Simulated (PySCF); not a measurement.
FH8NOSi3, SMILES F[SiH](N[SiH3])O[SiH3].

Geometry: B3LYP-D3(BJ)/def2-SVP. Other conformers were not sampled.

Method: TDA-PBE/def2-SVPD (PySCF).

Vertical excitations. Gas-phase values at a fixed geometry.

```
state  energy (eV)  λ (nm)      f                          main pairs
-----  -----------  ------  -----  ----------------------------------
S1            5.72     217  0.034                      HOMO→LUMO 99 %
S2            6.13     202  0.015                    HOMO→LUMO+1 97 %
S3            6.36     195  0.013                    HOMO→LUMO+2 96 %
S4            6.79     182  0.006                    HOMO→LUMO+3 90 %
S5            6.81     182  0.001                    HOMO−1→LUMO 97 %
S6            6.93     179  0.003  HOMO→LUMO+4 63 %, HOMO−2→LUMO 29 %
T1            5.50     225      0                      HOMO→LUMO 98 %
T2            5.96     208      0                    HOMO→LUMO+1 97 %
```
Triplets are in the Tamm–Dancoff approximation.
